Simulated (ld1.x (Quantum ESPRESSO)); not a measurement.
**What one change does to a pseudopotential (bismuth (Bi), TM semilocal)**

* Element: bismuth
* Generator: ld1.x (Quantum ESPRESSO) 7.5
* Type: norm-conserving Troullier–Martins (semilocal form)
* Functional: LDA (PZ)
* Relativity: scalar-relativistic
* Frozen core: [Xe] 4f14
* Valence charge: 15
* Reference configuration: 5d10 6s1 6p4
* Partial waves: 6p (bound): rc 2.00 bohr; 5d (bound): rc 2.00 bohr; 6s (bound): rc 1.85 bohr
* Local potential: the s channel
* Core correction: a·sin(br)/r model core inside 1.50 bohr

Change: reference 5d10 6s2 6p1.5.

Cutoffs: the cutoffs (Ry, on a coarse ladder) from which the occupation-weighted sum of valence levels, in a spherical-Bessel basis at the reference potential, stays within 10 and 1 mRy of its value at 400 Ry; they do not see the model core or the augmentation charge, which bear on the density cutoff. Errors are all-electron minus pseudo energies relative to the spin-unpolarised reference configuration.

Q: What does the change do?

A: The potential gets neither clearly harder nor softer (55 Ry and 90 Ry → 55 Ry and 90 Ry); the d channel sets the loose cutoff, while the largest relative change is in p, which becomes harder; neither file shows a bound ghost. A semilocal file is local in each channel, so a ghost entry of none says nothing of the separable form that plane-wave codes build from it.

```tsv
quantity	base	changed
cutoff, loose	55 Ry	55 Ry
cutoff, tight	90 Ry	90 Ry
loose cutoff by channel (10 mRy a level)	p 10 Ry, d 45 Ry, s 21 Ry	p 12 Ry, d 45 Ry, s 21 Ry
bound ghosts	none	none
largest error over its own tests, meV	-59	-129
s: phases at 2.20 bohr within 0.05 rad from the reference energy up to (Ry; the scan ends near 5)	3.6	2.8
p: phases at 2.20 bohr within 0.05 rad from the reference energy up to (Ry; the scan ends near 5)	2.3	1.8
d: phases at 2.20 bohr within 0.05 rad from the reference energy up to (Ry; the scan ends near 5)	2.5	1.7
```
